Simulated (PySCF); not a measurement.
**Name the molecule from its bond curve**

A diatomic of charge -1 contains Br. Its doublet curve at PBE0 in a double-zeta basis (scalar-relativistic core potentials, PySCF), in eV from the separated fragments:

```json
{"R (Å)": "1.793", "E (eV)": "-0.220"}
{"R (Å)": "1.877", "E (eV)": "-0.238"}
{"R (Å)": "1.960", "E (eV)": "-0.252"}
{"R (Å)": "2.022", "E (eV)": "-0.258"}
{"R (Å)": "2.085", "E (eV)": "-0.261"}
{"R (Å)": "2.147", "E (eV)": "-0.259"}
{"R (Å)": "2.231", "E (eV)": "-0.253"}
{"R (Å)": "2.335", "E (eV)": "-0.238"}
{"R (Å)": "2.460", "E (eV)": "-0.215"}
{"R (Å)": "2.627", "E (eV)": "-0.181"}
```

The fit gives ωe = 499 cm⁻¹ and the rotational constant Bₑ = 3.868 cm⁻¹.

**Question.** Which atom is the partner?

**Answer.** The minimum lies at 2.093 Å, so the reduced mass is 16.8576 u Å² cm⁻¹/(Bₑ·Re²) = 0.9949 u. With Br at 78.92 u the partner weighs about 1.0 u: H. The molecule is HBr⁻.

Spin–orbit coupling is left out. The highest Kohn–Sham level is positive in this anion. Much of that is self-interaction error, but it also means that the finite basis helps to hold the extra electron. The state was picked by a PBE0 search and need not be the measured ground state.
